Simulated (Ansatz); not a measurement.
Basis-set series for CH4AsNO (`O/C=N/[AsH2]`). The species carries charge 0 and has multiplicity 1. The structure was optimised at the PBE0-D4/def2-TZVP level. It is one conformer, not always the lowest.

```
functional       basis  functions  energy (Eh)  HOMO (eV)  LUMO (eV)
   PBE0-D4    def2-SVP         94  -2405.47976      -6.80       0.34
   PBE0-D4  def2-TZVPP        197  -2405.95740      -6.93       0.07
   ωB97M-V    def2-SVP         94  -2405.74603      -8.97       2.35
   ωB97M-V  def2-TZVPP        197  -2406.22930      -9.12       1.94
```

(1) Give the rows for def2-QZVPP. (An estimate is asked.)

Answers

(1) Ansatz gave: 
```json
{"functional": "PBE0-D4", "basis": "def2-QZVPP", "functions": "380", "energy (Eh)": "-2406.01528", "HOMO (eV)": "-6.98", "LUMO (eV)": "-0.16"}
{"functional": "ωB97M-V", "basis": "def2-QZVPP", "functions": "380", "energy (Eh)": "-2406.28567", "HOMO (eV)": "-9.17", "LUMO (eV)": "1.51"}
```

Positive LUMOs are unbound and depend on the basis. Scalar relativity is left out up to krypton.
